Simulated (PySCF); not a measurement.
## Two-dimensional NMR puzzle

Compound of formula C4H7F3OSi2. Correlations simulated from computed shifts and the bond graph:

HSQC (one-bond C–H):
| δH | δC |
| --- | --- |
| 10.70 | 206.1 |
| 7.04 | 144.2 |

COSY cross peaks (H two or three bonds apart, from the bond graph; peaks can be absent where the dihedral angle is near 90°):
| δH | δH |
| --- | --- |
| 4.14 | 3.84 |

HMBC (two and three bonds, from the bond graph):
| δH | δC |
| --- | --- |
| 10.70 | 163.5, 144.2 |
| 7.04 | 206.1, 163.5, 130.5 |
| 4.14 | 206.1, 163.5, 144.2 |
| 3.84 | 163.5 |

Carbons without hydrogens: δ 163.5, 130.5.

- structure optimised with GFN2-xTB
- shielding tensors at PBE0/pcSseg-1 (GIAO)
- program: PySCF
- fast rotation and ring inversion assumed for equivalent nuclei, non-relativistic, a single conformation, in vacuum

Scale: TMS for 1H (σ = 31.72 ppm), 13C (σ = 186.93 ppm) (reference shieldings calculated alike).

Exchangeable hydrogens are left out of these lists.

Question: Assemble the structure.

Answer: SMILES O=C/C(=C\C(F)(F)F)[SiH2][SiH3].

Mapped SMILES: `[O:1]=[CH:2]/[C:3](=[CH:4]\[C:5]([F:6])([F:7])[F:8])[SiH2:9][SiH3:10]`; H(Xn) means a hydrogen on atom n.

1. δC 206.1 is C2, an aldehyde carbonyl carbon (δH 10.70).
2. δC 163.5 is C3, an α carbon of a C=C–C=O unit.
3. δC 144.2 is C4, a β carbon of a C=C–C=O unit (δH 7.04).
4. δC 130.5 is C5, a CF3 carbon.
5. HMBC from δH 10.70 reaches the proton-free carbon C3.
6. HMBC from δH 7.04 reaches the proton-free carbons C3, C5.
7. HMBC from δH 4.14 reaches the proton-free carbon C3.
8. HMBC from δH 3.84 reaches the proton-free carbon C3.
9. COSY links 4.14–3.84.

The data come from this structure; uniqueness wasn't tested.

Shifts are as computed. Against solution values, carbons near 30 ppm lie about +3 ppm off and those near 130 ppm about +5 ppm. Of 1211 compounds with measured shifts, 218 miss one by over three times the rms of a fit or turn the order of signals round; such compounds aren't used in these exercises.
